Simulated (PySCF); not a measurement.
## Electron correlation in Kr⁺ (krypton, charge +1)

[Ar] 3d10 4s1 4p6, 2S determinant (an excited configuration). Calculation: PySCF 2.14, in x2c-TZVPPall (6s5p4d1f, 48 functions); scalar relativity by spin-free X2C-1e. Frozen: [Ar] 3d10; 7 electrons correlated.

MP2 pair energies summed by pair of shells (mhartree):

```
 pair   energy  share (%)
4p-4p  -202.58       90.6
4s-4p   -20.98        9.4
```

Total MP2 correlation energy: -223.56 mhartree.

Same-spin part -39.98 and opposite-spin part -183.59 mhartree; SCS-MP2 scales them by 1/3 and 6/5 to -233.63 mhartree.
